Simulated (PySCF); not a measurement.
Simulated outer-valence photoelectron spectrum of `C#CB(F)F`. Level of theory: EOM-IP-CCSD/aug-cc-pVDZ in PySCF, restricted Hartree–Fock reference, frozen core, non-relativistic, gas phase, PBE0-D3(BJ)/def2-SVP geometry.

Each root has a Gaussian of 0.8 eV full width with its one-hole share as area; cross sections and vibrations are left out, and the highest printed point is 100.

(ionisation energy (eV), intensity): (10.6, 0), (10.8, 1), (11.0, 5), (11.2, 18), (11.4, 45), (11.6, 79), (11.8, 100), (12.0, 91), (12.2, 60), (12.4, 29), (12.6, 10), (12.8, 2), (13.0, 0), (13.2, 0), (13.4, 0), (13.6, 0), (13.8, 0), (14.0, 1), (14.2, 3), (14.4, 11), (14.6, 27), (14.8, 47), (15.0, 62), (15.2, 71), (15.4, 79), (15.6, 88), (15.8, 90), (16.0, 77), (16.2, 52), (16.4, 27), (16.6, 11), (16.8, 5), (17.0, 8), (17.2, 22), (17.4, 47), (17.6, 73), (17.8, 88), (18.0, 82), (18.2, 59), (18.4, 32), (18.6, 13), (18.8, 4), (19.0, 1), (19.2, 0)

Q: Where are the maxima, and how many lines lie under the curve?

A: 3 maxima, at 11.8, 15.7 and 17.8 eV, from 7 lines. At this width some lines have no maximum of their own.

Q: List the lines with their holes.

A: 
```
E (eV)  leading hole (HF orbital)  area  Koopmans (eV)
 11.76                       HOMO  0.97          11.68
 11.93                     HOMO-1  0.97          11.78
 14.99                     HOMO-2  0.94          17.06
 15.60                     HOMO-3  0.95          18.05
 15.98                     HOMO-4  0.94          18.22
 17.67                     HOMO-5  0.94          19.75
 18.02                     HOMO-6  0.94          19.96
```

The widest gap, 3.06 eV, lies between 11.93 and 14.99 eV. Only orbitals with −ε under 21 eV, eight at most, were ionised, so the high end of the curve may lack lines.
